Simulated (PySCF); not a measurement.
Job file and geometry (Å, from PBE0-D3(BJ)/def2-SVP) of an NMR shielding run on `[SiH3][SiH2]C1CCCC1`, C₅H₁₄Si₂, GIAO wB97X-D/pcSseg-1 NMR shielding, non-relativistic, gas phase (PySCF 2.14.0, density-fitted response routines); density fitting, a coarse starting grid and PySCF grid level 2 are the driver's defaults:

```
{"job": {"kind": "nmr", "xc": "wB97X-D", "basis": "pcSseg-1", "pop": false}, "charge": 0, "multiplicity": 1}
Si     3.032112     0.147895     0.149445
Si     1.273834     0.270563     1.704788
C     -0.401608     0.203023     0.828657
C     -0.711201    -1.127457     0.124550
C     -1.811980    -0.797291    -0.909625
C     -1.875694     0.742035    -0.986953
C     -0.603613     1.230405    -0.290409
H      3.140197     1.420284    -0.631624
H      2.812666    -0.970382    -0.822430
H      4.337803    -0.088034     0.840731
H      1.412068     1.548297     2.475538
H      1.398814    -0.862685     2.677059
H     -1.172596     0.382481     1.601689
H      0.189917    -1.496951    -0.394096
H     -1.007414    -1.915504     0.832669
H     -1.572850    -1.240456    -1.888106
H     -2.783452    -1.217452    -0.609381
H     -2.754164     1.113755    -0.435477
H     -1.967724     1.115882    -2.017806
H      0.248874     1.193540    -0.993427
H     -0.674417     2.267031     0.073095
```

Task: What does the program print?

Result: 
```
coarse grid: 17360 points
cycle   1  E = -777.7493652727  dE =  5.649e-01  |g| = 2.619e-01  |ddm| = 3.923e+00
cycle   2  E = -777.7639209246  dE = -1.456e-02  |g| = 1.790e-01  |ddm| = 4.090e-01
cycle   3  E = -777.7717579247  dE = -7.837e-03  |g| = 4.377e-02  |ddm| = 1.938e-01
cycle   4  E = -777.7722989413  dE = -5.410e-04  |g| = 9.194e-03  |ddm| = 5.836e-02
cycle   5  E = -777.7723201984  dE = -2.126e-05  |g| = 2.086e-03  |ddm| = 1.551e-02
cycle   6  E = -777.7723217624  dE = -1.564e-06  |g| = 8.048e-04  |ddm| = 4.845e-03
final grid: 155104 points
cycle   7  E = -777.8219409730  dE = -2.125e-04  |g| = 4.325e-03  |ddm| = 4.566e-02
cycle   8  E = -777.8219449256  dE = -3.953e-06  |g| = 2.689e-03  |ddm| = 9.868e-03
cycle   9  E = -777.8219464169  dE = -1.491e-06  |g| = 6.671e-04  |ddm| = 2.582e-03
cycle  10  E = -777.8219465663  dE = -1.494e-07  |g| = 1.909e-04  |ddm| = 1.270e-03
cycle  11  E = -777.8219465760  dE = -9.672e-09  |g| = 4.096e-05  |ddm| = 3.217e-04
cycle  12  E = -777.8219465766  dE = -6.421e-10  |g| = 1.977e-05  |ddm| = 9.624e-05
converged SCF energy = -777.8219465766

GIAO shielding tensors (ppm)
atom      isotropic    diamagn.    paramagn.     s11        s22        s33       span
  0 Si     466.943     879.773    -412.829    462.476    466.710    471.645      9.169
  1 Si     417.459     880.382    -462.923    376.904    399.458    476.015     99.110
  2 C      162.882     253.320     -90.438    142.422    168.083    178.141     35.719
  3 C      153.562     248.451     -94.889    124.206    161.879    174.600     50.395
  4 C      159.029     247.295     -88.266    128.612    172.753    175.723     47.111
  5 C      155.149     247.832     -92.682    128.164    163.071    174.213     46.049
  6 C      149.956     248.782     -98.826    126.750    155.690    167.428     40.678
  7 H       27.942      29.156      -1.214     24.268     26.639     32.919      8.651
  8 H       27.894      29.533      -1.639     23.956     27.446     32.278      8.322
  9 H       28.042      27.955       0.087     24.683     25.257     34.186      9.503
 10 H       27.386      28.969      -1.583     23.660     25.401     33.096      9.435
 11 H       27.462      29.086      -1.624     23.583     25.580     33.223      9.640
 12 H       30.506      32.935      -2.429     26.252     28.284     36.982     10.729
 13 H       30.166      33.087      -2.921     24.114     30.406     35.978     11.863
 14 H       29.736      31.336      -1.601     24.412     28.156     36.639     12.228
 15 H       29.823      29.980      -0.157     24.671     27.633     37.165     12.493
 16 H       29.762      29.300       0.462     24.409     27.504     37.374     12.965
 17 H       30.004      30.085      -0.081     24.779     27.754     37.480     12.701
 18 H       29.691      29.404       0.287     24.838     27.040     37.194     12.357
 19 H       30.557      33.295      -2.738     24.647     30.673     36.351     11.703
 20 H       29.762      31.483      -1.721     24.580     28.193     36.512     11.932
```

Task: Turn these shieldings into chemical shifts. Shifts are taken against calculated references (same method and geometry level): ²⁹Si (352.93 ppm), ¹³C (184.54 ppm), ¹H (31.38 ppm) vs TMS.

Result: Averaging equivalent atoms: Si 1: -64.5; Si 0: -114.0; C 3/6: 32.8; C 4/5: 27.4; C 2: 21.7; H 10/11: 3.96; H 7/8/9: 3.42; H 14/20: 1.63; H 15/18: 1.62; H 16/17: 1.50; H 13/19: 1.02; H 12: 0.87 ppm. 

Size and cost of the density-fitted run: 203 basis functions, 43 s wall time on 1 thread of an x86-64 server CPU, shared host.
